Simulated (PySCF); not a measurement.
B(NMe2)(OH)(SH) (C2H8BNOS), SMILES OB(N(C)C)S.

Coordinates come from a r2SCAN-D4/def2-SVP optimisation. One conformer was computed; it need not be the lowest.

Two levels are set side by side: TDA-PBE/def2-SVPD (PySCF) and TDA-LC-ωPBE/def2-SVPD (PySCF). Vertical, same geometry. The lowest singlet is HOMO→LUMO 100 % with PBE and HOMO→LUMO 37 %, HOMO→LUMO+3 17 %, HOMO−1→LUMO 15 %, HOMO−1→LUMO+3 12 % with the other functional; states are paired by order. Differences are taken from unrounded values.

```json
[
 {"quantity": "lowest singlet excitation (eV)", "TDA-LC-ωPBE": "6.23", "TDA-PBE": "4.54", "TDA-PBE minus TDA-LC-ωPBE": "-1.69"},
 {"quantity": "lowest triplet excitation (TDA) (eV)", "TDA-LC-ωPBE": "5.74", "TDA-PBE": "4.44", "TDA-PBE minus TDA-LC-ωPBE": "-1.30"},
 {"quantity": "first bright state (f over 0.05) (eV)", "TDA-LC-ωPBE": "7.69", "TDA-PBE": "6.60", "TDA-PBE minus TDA-LC-ωPBE": "-1.10"},
 {"quantity": "its oscillator strength", "TDA-LC-ωPBE": "0.40", "TDA-PBE": "0.37", "TDA-PBE minus TDA-LC-ωPBE": "-0.03"}
]
```

A lower first singlet is the usual sign of a functional without exact exchange. Differences between two approximate levels are no errors against the true value.

Rough cost on one machine, each run with all the roots and properties that it gave: TDA-LC-ωPBE against TDA-PBE about 3 times.
